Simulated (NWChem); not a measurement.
# Lowest excitation of CF$_{2}$

```
C
F 1 1.2986
F 1 1.2986 2 104.83
```
Charge 0, spin multiplicity 1.

Program: NWChem. All single points use one geometry, from B3LYP/def2-SVP, a minimum by its harmonic frequencies.

Basis set: def2-SVPD. CR-EOMCCSD(T) is the triples correction to the same EOM-CCSD root.

The correlated methods keep 3 core orbitals frozen. B3LYP has NWChem's definition, with VWN1-RPA local correlation. The structure started from a generated list of species. Coupled-cluster values serve here as a point of comparison, not as the truth.

```tsv
method	lowest vertical singlet excitation energy (eV)
CIS	___
TD-PBE	___
TD-B3LYP	4.69
TD-BHandHLYP	4.71
EOM-CCSD	___
CR-EOMCCSD(T)	4.91
```

### Question
Fill in the missing entries.

### Answer

- CIS, lowest vertical singlet excitation energy (eV): 5.18
- TD-PBE, lowest vertical singlet excitation energy (eV): 4.67
- EOM-CCSD, lowest vertical singlet excitation energy (eV): 5.06
